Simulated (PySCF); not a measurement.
## Au(SH)(H2O) at several levels of theory

Computed with PySCF 2.14.0 (density fitting, no spin-orbit coupling) at the geometry relaxed with TPSS:

```xyz
6
Au(SH)(H2O) (singlet)
Au    0.0000    0.1408   -0.1009
S     0.0000   -0.0816    2.1540
H     0.0000    1.2514    2.4275
O     0.0000    0.2969   -2.3135
H     0.7769   -0.1696   -2.6780
H    -0.7769   -0.1696   -2.6780
```

| level | basis | state | HOMO (eV) | gap (eV) | charge on Au1 (e) | dipole about the centre of mass (D) | largest force component (eV/Å) |
| --- | --- | --- | --- | --- | --- | --- | --- |
| TPSS | Au def2-SVP with ECP60, S def2-SVP, H def2-SVP, O def2-SVP | singlet | -4.77 | 2.94 | -0.10 | 6.11 | 0.02 |
| revPBE | the same | singlet | -4.64 | 2.73 | -0.13 | 5.95 | 0.20 |
| TPSS | Au def2-TZVP with ECP60, S def2-TZVP, H def2-TZVP, O def2-TZVP | singlet | -4.90 | 2.77 | 0.10 | 6.24 | 0.28 |
| TPSS | Au x2c-SVPall, S x2c-SVPall, H x2c-SVPall, O x2c-SVPall | singlet | -4.79 | 2.91 | -0.13 | 5.94 | 0.26 |

Charges are Mulliken's, which hang on the basis. The relaxation used the grid (50, 194), these runs (75, 302) or, all-electron (x2c bases, spin-free X2C Hamiltonian), (99, 590).

Task: A further run in the first row's basis gives HOMO (eV) -5.60, gap (eV) 4.19, charge on Au1 (e) -0.09, dipole about the centre of mass (D) 6.08, largest force component (eV/Å) 0.39. Which level was it?
A. PBE
B. B3LYP
C. PBE0

Result: B. The others give HOMO -5.84 eV (PBE0); -4.69 eV (PBE).

In the first row's basis the gap widens with exact exchange: 2.7 to 2.9 eV for PBE, revPBE, TPSS (none); 4.2 to 4.7 eV for B3LYP, PBE0 (a fixed share).

No frequency check is given that shows the relaxed geometry to be a minimum.
